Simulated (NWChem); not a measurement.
Molecule: InHF$_{2}$; SMILES [F][InH][F]

Computed with NWChem. Coordinates come from a PBE0/def2-SVP optimisation. def2 effective core potentials on In; no spin-orbit coupling. Vertical excitations in the gas phase; the lowest state need not have the same character in each row.

Problem. Order these by “lowest excitation, singlet (eV)”, lowest first: PBE/def2-SVP, TDA; PBE0/def2-SVP, TDA; B3LYP/def2-SVP, TDA.

Solution. PBE/def2-SVP, TDA (5.50), B3LYP/def2-SVP, TDA (6.26), PBE0/def2-SVP, TDA (6.58)
